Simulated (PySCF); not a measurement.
# Reading the logs of faulty runs: C2H8OSi

All numbers below are calculated, not measured. The program is PySCF 2.14.0, an open-source quantum chemistry code, run on an isolated molecule that a program drew, which may never have been made. The molecule is C2H8OSi (charge 0, singlet), drawn as the SMILES string `C[SiH](C)O`.

Each row is a Hartree-Fock (HF) and frozen-core CCSD(T) single point in the cc-pV(D+d)Z basis, meant for a local HF minimum. Run 1 is clean. Each other run has one planted mistake out of seven kinds, and not every kind appears here: one electron removed, one electron added, multiplicity raised by two, geometry at a saddle point, minimal basis STO-3G, one bond length entered in bohr, all coordinates scaled. The reference is restricted for singlets and unrestricted otherwise, and also for a bond in bohr. Adding or removing an electron swaps singlet and doublet. Electrons count all cores. HOMO and LUMO are orbital energies over both spins, the gradient is its largest component, and the lowest frequency (negative if imaginary) is given only where the gradient is small. Bond lengths are over the 11 bonds as drawn. T1 is the CCSD diagnostic: over 0.02 (restricted) or 0.045 (unrestricted) a single reference is doubtful.

Geometry of the clean run:
```xyz
12
C2H8OSi, angstrom
C     0.8708    0.0118   -1.6586
Si   -0.0421   -0.9432   -0.3285
C    -1.3932    0.0789    0.4538
O     0.9824   -1.3767    0.9014
H     1.6805   -0.5826   -2.0933
H     1.3071    0.9303   -1.2549
H     0.1924    0.2880   -2.4721
H    -0.6165   -2.1666   -0.9488
H    -0.9789    0.9799    0.9148
H    -2.1328    0.3874   -0.2911
H    -1.9104   -0.4907    1.2302
H     1.6943   -1.9693    0.7155
```

| run | electrons | basis functions | <S^2> | HOMO (eV) | LUMO (eV) | gradient (hartree/bohr) | lowest frequency (cm^-1) | mean bond (Å) | longest bond (Å) | T1 | HF (hartree) | CCSD(T) (hartree) | mistake |
|---|---|---|---|---|---|---|---|---|---|---|---|---|---|
| 1 | 42 | 105 | 0.000 | -11.57 | 4.65 | 2.2e-05 | 151 | 1.3086 | 1.875 | 0.0094 | -444.26814 | -444.91839 | no fault |
| 2 | 42 | 105 | 0.000 | -11.45 | 4.48 | 3.0e-02 | - | 1.3597 | 1.948 | 0.0100 | -444.25268 | -444.91137 | all coordinates scaled |
| 3 | 42 | 32 | 0.000 | -8.94 | 13.48 | 3.6e-02 | - | 1.3086 | 1.875 | 0.0065 | -438.95894 | -439.19200 | ? |
| 4 | 42 | 105 | 0.760 | -8.27 | 2.72 | 1.2e-02 | - | 1.4289 | 2.810 | 0.0473 | -444.15154 | -444.79753 | ? |

**Which mistake was planted in run 3, and what did it cost?**

It has 32 basis functions where the clean run has 105, with the same electrons and geometry. So the mistake is: minimal basis STO-3G. Subtracting run 1 and multiplying by 627.51 kcal/mol a hartree, the energy moved by 3331.6 kcal/mol in HF and 3593.4 kcal/mol in CCSD(T).

**Which mistake was planted in run 4, and what did it cost?**

The mean bond changes by a factor of 1.092 and the longest by 1.499, so the molecule wasn't scaled as a whole. A length L in bohr read as angstrom grows by (1/0.5292 - 1) L = 0.890 L. The 11 bonds together grew by 11 x 0.1203 = 1.323 Å, which gives L = 1.487 Å. That is bond Si2-H8, 1.487 Å in the clean geometry. So the mistake is: one bond length entered in bohr. Subtracting run 1 and multiplying by 627.51 kcal/mol a hartree, the energy moved by 73.2 kcal/mol in HF and 75.8 kcal/mol in CCSD(T).

Cautions from the logs. Run 4: T1 is over the limit, so its CCSD(T) energy is less reliable.
